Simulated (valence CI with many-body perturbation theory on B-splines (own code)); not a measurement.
Hf LII: calculated level list

Computed by relativistic CI+MBPT: three valence electrons over a frozen Dirac-Fock core [Ar], a basis of 7 s, 7 p, 8 d, 6 f, 4 g, 1 h functions for each j, with the one-electron correlation potential Σ1 (screened to all orders), the two-electron term Σ2, the three-electron term Σ3, Breit, model QED; selected single and double excitations, second order for the rest, scaled by the run's own slope (own B-spline code, finite nucleus).

The last digits are not significant, and no measured levels were compared; by estimate large intervals hold to a few tenths of a per cent, small ones and those within an open d or f shell to about a per cent. The list stops below the first excitations out of the core. Only levels of the ground parity were solved; by the run's estimate the other parity begins above the list, which can be wrong where configurations are misplaced.

Levels 1 to 19 of 19, with energies above the lowest level, (3d3/2^3) J=3/2. "Leading %" is the weight of the configuration and term that name the level; weights of strongly mixed levels are sums over their largest components and can fall short. In the jj column 3d3/2^4 stands for four electrons in 3d with j = 3/2. Lifetimes count E1, E2, E3, M1 and M2 decay at the calculated energies, and are blank where another channel may lead or the interval is too uncertain; long ones can be off by a factor of two.

```
No.  Configuration  Term     J  E (cm⁻¹)  Leading %             Leading jj  Lifetime  Second component
  1            3d3    4F   3/2         0         45         3d3/2^3 (98 %)                 39 % 3d3 2D
  2            3d3    4F   5/2    458660         82   3d3/2^2 3d5/2 (99 %)    437 ns       16 % 3d3 2D
  3            3d3    4P   3/2    508480         38   3d3/2^2 3d5/2 (99 %)    539 ns       32 % 3d3 4F
  4            3d3    2G   7/2    536820         49   3d3/2^2 3d5/2 (97 %)    161 μs       33 % 3d3 4F
  5            3d3    2H   9/2    537270         46   3d3/2^2 3d5/2 (99 %)                 42 % 3d3 2G
  6            3d3    4P   1/2    549970         58  3d3/2^2 3d5/2 (100 %)   1.44 μs       42 % 3d3 2P
  7            3d3    2D   5/2    729560         43   3d3/2^2 3d5/2 (95 %)   4.01 μs       34 % 3d3 4P
  8            3d3    4F   7/2    986040         66   3d3/2 3d5/2^2 (98 %)    241 ns       32 % 3d3 2G
  9            3d3    4F   9/2   1021300         51   3d3/2 3d5/2^2 (98 %)    410 ns       41 % 3d3 2H
 10            3d3    4P   3/2   1062000         41  3d3/2 3d5/2^2 (100 %)    201 ns       38 % 3d3 2D
 11            3d3    2P   1/2   1084800         58  3d3/2 3d5/2^2 (100 %)    313 ns       42 % 3d3 4P
 12            3d3    2H  11/2   1096100        100  3d3/2 3d5/2^2 (100 %)   1.03 μs                  
 13            3d3    2D   5/2   1099000         42   3d3/2 3d5/2^2 (95 %)    389 ns       36 % 3d3 4P
 14            3d3    2F   5/2   1164600         43   3d3/2 3d5/2^2 (98 %)    618 ns       40 % 3d3 2D
 15            3d3    2F   7/2   1170200         80   3d3/2 3d5/2^2 (98 %)    782 ns       19 % 3d3 2G
 16            3d3    2D   3/2   1324000         77   3d3/2 3d5/2^2 (95 %)    397 ns       18 % 3d3 2P
 17            3d3    2G   9/2   1547600         50         3d5/2^3 (99 %)    204 ns       37 % 3d3 4F
 18            3d3    2D   3/2   1658400         45         3d5/2^3 (96 %)    193 ns       40 % 3d3 2P
 19            3d3    2D   5/2   1737600         60         3d5/2^3 (97 %)    158 ns       23 % 3d3 2F
```

The ionisation energy to 3d2 3F_2 of the next ion comes out as 4704.3 eV (NIST: 4703 ± 4 eV (theoretical)). All 19 levels together are meant to be complete up to 1802300 cm⁻¹.
